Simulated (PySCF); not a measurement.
A calculated (PBE, PySCF 2.14, ANO-RCC-VDZP, the spin-free X2C one-electron Hamiltonian (Gaussian nucleus)) atom or ion has these occupied shells.

```json
{"shell": "1s α", "electrons": "1", "orbital energy (eV)": "-43304.7", "rms radius, mean of both spins (bohr)": "0.0269"}
{"shell": "1s β", "electrons": "1", "orbital energy (eV)": "-43304.7", "rms radius, mean of both spins (bohr)": "0.0269"}
{"shell": "2s α", "electrons": "1", "orbital energy (eV)": "-7016.0", "rms radius, mean of both spins (bohr)": "0.109"}
{"shell": "2s β", "electrons": "1", "orbital energy (eV)": "-7016.0", "rms radius, mean of both spins (bohr)": "0.109"}
{"shell": "2p α", "electrons": "3", "orbital energy (eV)": "-6282.7", "rms radius, mean of both spins (bohr)": "0.0977"}
{"shell": "2p β", "electrons": "3", "orbital energy (eV)": "-6282.6", "rms radius, mean of both spins (bohr)": "0.0977"}
{"shell": "3s α", "electrons": "1", "orbital energy (eV)": "-1532.9", "rms radius, mean of both spins (bohr)": "0.284"}
{"shell": "3s β", "electrons": "1", "orbital energy (eV)": "-1531.9", "rms radius, mean of both spins (bohr)": "0.284"}
{"shell": "3p α", "electrons": "3", "orbital energy (eV)": "-1300.6", "rms radius, mean of both spins (bohr)": "0.284"}
{"shell": "3p β", "electrons": "3", "orbital energy (eV)": "-1299.6", "rms radius, mean of both spins (bohr)": "0.284"}
{"shell": "3d α", "electrons": "5", "orbital energy (eV)": "-973.94", "rms radius, mean of both spins (bohr)": "0.262"}
{"shell": "3d β", "electrons": "5", "orbital energy (eV)": "-973.15", "rms radius, mean of both spins (bohr)": "0.262"}
{"shell": "4s α", "electrons": "1", "orbital energy (eV)": "-315.66", "rms radius, mean of both spins (bohr)": "0.645"}
{"shell": "4s β", "electrons": "1", "orbital energy (eV)": "-312.81", "rms radius, mean of both spins (bohr)": "0.645"}
{"shell": "4p α", "electrons": "3", "orbital energy (eV)": "-239.37", "rms radius, mean of both spins (bohr)": "0.686"}
{"shell": "4p β", "electrons": "3", "orbital energy (eV)": "-236.48", "rms radius, mean of both spins (bohr)": "0.686"}
{"shell": "4d α", "electrons": "5", "orbital energy (eV)": "-129.92", "rms radius, mean of both spins (bohr)": "0.763"}
{"shell": "4d β", "electrons": "5", "orbital energy (eV)": "-127.01", "rms radius, mean of both spins (bohr)": "0.763"}
{"shell": "5s α", "electrons": "1", "orbital energy (eV)": "-53.623", "rms radius, mean of both spins (bohr)": "1.57"}
{"shell": "5s β", "electrons": "1", "orbital energy (eV)": "-51.797", "rms radius, mean of both spins (bohr)": "1.57"}
{"shell": "5p α", "electrons": "3", "orbital energy (eV)": "-35.195", "rms radius, mean of both spins (bohr)": "1.83"}
{"shell": "5p β", "electrons": "3", "orbital energy (eV)": "-33.794", "rms radius, mean of both spins (bohr)": "1.83"}
{"shell": "4f α", "electrons": "4", "orbital energy (eV)": "-15.434", "rms radius, mean of both spins (bohr)": "1.19"}
```

Name the element and its charge.

Nd²⁺ (neodymium, charge +2), in [Xe] 4f4, one real determinant.
